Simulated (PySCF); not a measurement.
**Polarisability and C₆ of Ba (barium, neutral)**

[Xe] 5d1 6s1, high-spin 3D determinant (an excited configuration). Computed with PySCF 2.14 in aug-cc-pVQZ-X2C, with scalar relativity by spin-free X2C-1e. Coupled (time-dependent) response in atomic units; α is the mean over directions.

```tsv
method	mean α (bohr³)	α xx, yy, zz	C₆ (like pair)	S(−4)
revPBE	339.0	378.5, 378.5, 260.0	5484	187400
```

S(−4) is the Cauchy moment in α(ω) = α(0) + S(−4) ω² + …

Spin-orbit coupling is absent.

α(iu) at revPBE:

```csv
u (hartree),α(iu) (bohr³)
0,339.0
0.0500,196.3
0.100,108.4
0.200,47.74
0.300,28.87
0.500,15.70
0.750,9.629
1.00,6.636
1.50,3.749
2.00,2.441
3.00,1.318
5.00,0.6016
```

A single London oscillator, α(iu) = α/(1 + u²/ω²), gives C₆ = (3/4) ω α². Matching the computed C₆ needs ω = 4 × 5484 / (3 × 339.0²) = 0.0636 hartree.

The components differ because the open shell of this determinant is not spherical; for a pure term their mean is the scalar polarisability.

Spin-orbit coupling, absent here, splits the open shell strongly.
